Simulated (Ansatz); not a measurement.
Start from `F[SiH2]O[SiH2]Cl` and change one atom or group to get `F[SiH2]O[SiH3]`.

Ansatz, PBE0-D4/def2-TZVP geometries, multiplicity 1. Each molecule was computed in one conformer, which needn't be the lowest.

```csv
property,`F[SiH2]O[SiH2]Cl`
LUMO energy (B3LYP/def2-TZVPP) / eV,-0.04
HOMO energy (PBE/def2-TZVPP) / eV,-7.65
size of the dipole moment (B3LYP/def2-TZVPP) / D,1.36
HOMO–LUMO gap (ωB97M-V/def2-TZVPP) / eV,13.18
"ideal-gas entropy at 298 K and 1 bar (rigid rotor, harmonic PBE0-D4/def2-TZVP) / J/(mol·K)",378
LUMO energy (PBE/def2-TZVPP) / eV,-0.73
```

**Question.** What does the change do to each property? (Best estimate.)

**Answer.** Ansatz gave: 
```tsv
property	`F[SiH2]O[SiH3]`	shift
LUMO energy (B3LYP/def2-TZVPP) / eV	-0.27	-0.23
HOMO energy (PBE/def2-TZVPP) / eV	-7.57	0.08
size of the dipole moment (B3LYP/def2-TZVPP) / D	1.21	-0.15
HOMO–LUMO gap (ωB97M-V/def2-TZVPP) / eV	12.94	-0.24
ideal-gas entropy at 298 K and 1 bar (rigid rotor, harmonic PBE0-D4/def2-TZVP) / J/(mol·K)	350	-28
LUMO energy (PBE/def2-TZVPP) / eV	-0.93	-0.20
```

Dipoles are sizes alone; their direction can turn. Modes under 60 cm⁻¹, often nearly free rotors, make the harmonic entropy too high.

B3LYP here is the variant with VWN-RPA as its local correlation; programs differ in this.
